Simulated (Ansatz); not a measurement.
## Nudged elastic band run: LiCd₁₂

The input (input.yaml):

```yaml
crystal:
  lattice:
    - [5.96, 0.0, 0.0]
    - [2.98, 5.161511, 0.0]
    - [0.0, 0.0, 18.62028]
  atoms:
    - { symbol: Cd, position: [0.0, 0.0, 0.0537049] }
    - { symbol: Cd, position: [0.5, 0.0, 0.0537049] }
    - { symbol: Cd, position: [0.0, 0.5, 0.0537049] }
    - { symbol: Cd, position: [0.5, 0.5, 0.0537049] }
    - { symbol: Cd, position: [-0.1628403, 0.33418935, 0.22227398] }
    - { symbol: Cd, position: [0.33538025, 0.33755172, 0.22012509] }
    - { symbol: Cd, position: [-0.15992248, 0.8328449, 0.21823331] }
    - { symbol: Cd, position: [0.33541744, 0.83282978, 0.21904693] }
    - { symbol: Cd, position: [0.01215529, -0.00405208, 0.41819949] }
    - { symbol: Cd, position: [0.50955381, -0.00368741, 0.35272707] }
    - { symbol: Cd, position: [0.01076396, 0.49810962, 0.4175507] }
    - { symbol: Cd, position: [0.51059111, 0.49623044, 0.41752877] }
    - { symbol: Li, position: [0.51661526, -0.00506944, 0.49017618] }
basis:
  ecutwfc: 420.0
kpoints:
  mp_grid: { grid: [3, 3, 1] }
hamiltonian:
  xc: pbe
scf:
  occupations: { method: gaussian, width: 0.05 }
  lower_state_search: "off"
neb:
  images: 5
  f_tol: 0.05
  initial_path: idpp
  max_iterations: 72
  constraints: [{ sites: [0, 1, 2, 3] }]
  final_atoms:
    - { symbol: Cd, position: [0.0, 0.0, 0.0537049] }
    - { symbol: Cd, position: [0.5, 0.0, 0.0537049] }
    - { symbol: Cd, position: [0.0, 0.5, 0.0537049] }
    - { symbol: Cd, position: [0.5, 0.5, 0.0537049] }
    - { symbol: Cd, position: [-0.1599225, 0.33284494, 0.21823331] }
    - { symbol: Cd, position: [0.33541742, 0.33282982, 0.21904693] }
    - { symbol: Cd, position: [-0.16284032, 0.83418939, 0.22227398] }
    - { symbol: Cd, position: [0.33538023, 0.83755176, 0.22012509] }
    - { symbol: Cd, position: [0.01076394, -0.00189034, 0.4175507] }
    - { symbol: Cd, position: [0.51059109, -0.00376952, 0.41752877] }
    - { symbol: Cd, position: [0.01215527, 0.49594796, 0.41819949] }
    - { symbol: Cd, position: [0.50955379, 0.49631263, 0.35272707] }
    - { symbol: Li, position: [0.51661524, 0.4949306, 0.49017618] }
  order_check: true
```

Launched with:

```bash
$ ansatz run input.yaml --threads 4 --pin off --max-ram 10240MiB --backend cpu --events-out ev --progress --plain --runs-dir out
```

Output, in part (warnings, iteration lines):

```
NEB end point (image 0): max|allowed force component| = 5.953e-3 eV/Å (the criterion of neb.relax_end_points is 1.000e-2)
NEB end point (image 6): max|allowed force component| = 5.953e-3 eV/Å (the criterion of neb.relax_end_points is 1.000e-2)
NEB iter   1: max|band force component| = 5.054e-1 eV/Å  barrier→ = 0.2341 eV  barrier← = 0.2341 eV  Δτ_max = 0.2000 Å  (68 SCF iters)
NEB iter   2: max|band force component| = 2.675e-1 eV/Å  barrier→ = 0.1181 eV  barrier← = 0.1181 eV  CI = image 3  Δτ_max = 0.2000 Å  (45 SCF iters)
NEB iter   3: max|band force component| = 8.938e-2 eV/Å  barrier→ = 0.0719 eV  barrier← = 0.0719 eV  CI = image 3  Δτ_max = 0.1646 Å  (40 SCF iters)
NEB iter   4: max|band force component| = 9.670e-2 eV/Å  barrier→ = 0.0579 eV  barrier← = 0.0579 eV  CI = image 3  Δτ_max = 0.0575 Å  (36 SCF iters)
NEB iter   5: max|band force component| = 1.539e-2 eV/Å  barrier→ = 0.0517 eV  barrier← = 0.0517 eV  CI = image 3  CI's point: of a kind that is not told: the force calls were inconclusive, a negative curvature could not be distinguished from the path's own, the only one lies far off the path, or fixed occupations may fill a level only in part  Δτ_max = 0.0000 Å  (326 SCF iters)
```

The forces met the threshold. By the program's own check the climbing image is of a kind that is not told: the force calls were inconclusive, a negative curvature could not be distinguished from the path's own, the only one lies far off the path, or fixed occupations may fill a level only in part (lowest curvatures found: -0.08 and 0.04 eV/Å²). Limits of this set-up: thin slab, slab without dipole correction.

Final band (atoms are numbered from 1 in the order of the input):

```csv
image,path coordinate (Å),energy (eV),Cd6–Cd10 (Å),Cd7–Cd10 (Å),Cd8–Cd10 (Å)
0,0.00,0.000,3.03,3.03,3.04
1,0.62,0.015,3.02,3.07,3.04
2,1.25,0.039,3.06,3.18,3.07
3,1.87,0.052,3.19,3.31,3.20
4,2.51,0.038,3.40,3.49,3.42
5,3.15,0.014,3.81,3.80,3.78
6,3.78,0.000,4.08,4.01,4.06
```

The run took 14 min on 4 threads of Arm Neoverse V1, on a shared host, peak memory 3.8 GiB.
